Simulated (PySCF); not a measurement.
**Calcium: highly charged ions in a basis for the neutral atom**

Ca⁹⁺ [Ne] 3s1, Ca¹⁰⁺ [Ne]. Computed with PySCF 2.14 in 6-31G* (5s4p3d, 32 functions), with no relativity, point nucleus. No spin-orbit coupling, so a gap to NIST mixes the basis error with missing relativistic terms.

Changed run: basis of the neutral atom used for a highly charged ion. This setting is unsound on purpose.

| species | method | sound run (hartree) | changed run (hartree) | converged |
| --- | --- | --- | --- | --- |
| Ca⁹⁺ | UHF | not run | -647.87276 | yes |
| Ca⁹⁺ | M06-L | not run | -648.31286 | yes |
| Ca⁹⁺ | PBE | not run | -648.06373 | yes |
| Ca¹⁰⁺ | UHF | not run | -640.31893 | yes |
| Ca¹⁰⁺ | M06-L | not run | -640.80009 | yes |
| Ca¹⁰⁺ | PBE | not run | -640.45900 | yes |

Ionisation energy of Ca⁹⁺:

```
method  changed run (eV)  NIST (eV)
   UHF            205.55     211.28
 M06-L            204.43     211.28
   PBE            206.94     211.28
```

The contracted functions were made for the neutral atom and can be too rigid for a highly charged ion.
